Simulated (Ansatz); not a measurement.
`[F][GeH]([Cl])[I]` + CH₃NH₂ → `C[NH][GeH]([F])[Cl]` + HI  (ligand exchange at a Ge–I bond)

Calculated with Ansatz (gas phase, PBE0-D4/def2-TZVP geometries, no zero-point term in ΔE). CCSD(T)/CBS adds triple-zeta CCSD(T) − MP2 to the extrapolated MP2 energy (def2 sets, frozen cores). Elements past krypton have def2 core potentials. For Ge, I outer-core shells are correlated without core-valence functions, which leaves a few kJ/mol of doubt a bond. Scalar relativity is left out up to krypton. Each species was taken in one conformer, which may not be the lowest.

`[F][GeH]([Cl])[I]`:

Cartesian coordinates in Å:
```
F -0.432 1.285 -1.103
Ge 0.108 0.119 0.047
Cl 1.236 -1.308 -1.053
I -1.904 -0.929 1.042
H 0.991 0.833 1.068
```

CH₃NH₂:

Cartesian coordinates in Å:
```
C -0.202 -0.179 0.500
N 0.458 -0.015 -0.784
H -0.806 0.679 0.832
H 0.547 -0.376 1.270
H -0.857 -1.052 0.462
H 1.079 0.784 -0.767
H -0.220 0.158 -1.514
```

`C[NH][GeH]([F])[Cl]`:

```xyz
10

C    -1.424    0.104    0.272
N    -0.331   -0.423   -0.528
Ge    1.371   -0.197    0.019
F     2.345   -0.920   -1.209
Cl    2.005    1.858    0.090
H    -1.540    1.193    0.207
H    -1.268   -0.151    1.324
H    -2.364   -0.361   -0.032
H    -0.456   -0.268   -1.518
H     1.661   -0.836    1.374
```

HI:

Z-matrix (Å, degrees):
```
I
H 1 1.610
```

```tsv
level	ΔE (kJ/mol)
SCS-MP2/def2-TZVPP	48.1
CCSD(T)/def2-TZVPP	44.8
```

Task: What does CCSD(T)/CBS give? (Estimate.)

Result: Ansatz gave: +52.8 kJ/mol. The listed levels differ from it by -4.7, -8.0 kJ/mol.

Largest T1 diagnostic among the species: 0.011.

From BLYP to BHLYP (50 % exact exchange), in def2-TZVPP and without D4, ΔE moves by −3.1 kJ/mol. Leaving LDA and LC-ωPBE aside and taking each functional with its dispersion term where it has one, the values, not all of them listed here, spread over 11.3 kJ/mol, from CAM-B3LYP-D4 to PBE-D4. LDA lies −11.1 kJ/mol from PBE without D4. In def2-TZVPP, CCSD(T) changes the Hartree–Fock value by −8.9 kJ/mol (the triples alone add +0.1 kJ/mol) and MP2 by −3.0 kJ/mol.
